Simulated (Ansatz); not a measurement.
Basis sets compared for the cluster SnBr2⁻. Total charge -1; doublet. Geometry PBE-D4/def2-TZVPD. Ansatz on 4 threads of Arm Neoverse V2 on a shared host; times are rough, and most runs start from earlier orbitals.

Cartesian coordinates in Å:
```
Sn -0.357 -1.052 -0.348
Br -0.255 1.286 -1.682
Br 0.611 -0.234 2.029
```

In the def2 sets Sn takes a core potential; there is no spin–orbit coupling. At PBE-D4/def2-SVPD, PBE-D4/def2-TZVPD the highest occupied level of the charge -1 doublet lies above zero (up to 0.69 eV). By energy differences its removal costs 2.01 eV (vertical, to the charge 0 singlet, at PBE0-D4/def2-TZVPD). The structure comes from a short search, and lower isomers may exist.

```json
{"level": "PBE-D4/def2-SVPD", "functions": "114", "energy (Eh)": "-5361.4077", "HOMO (eV)": "0.69", "LUMO (eV)": "1.75", "wall time": "2 s"}
{"level": "PBE0-D4/def2-SVPD", "functions": "114", "energy (Eh)": "-5361.5927", "HOMO (eV)": "-0.26", "LUMO (eV)": "2.46", "wall time": "3.3 s"}
```

Q: Estimate the rows for PBE-D4/def2-TZVPD, PBE0-D4/def2-TZVPD (with forces).

A: 
| level | functions | energy (Eh) | HOMO (eV) | LUMO (eV) | wall time |
| --- | --- | --- | --- | --- | --- |
| PBE-D4/def2-TZVPD | 170 | -5362.0313 | 0.64 | 1.67 | 3.3 s |
| PBE0-D4/def2-TZVPD (with forces) | 170 | -5362.2157 | -0.28 | 2.38 | 7 s |
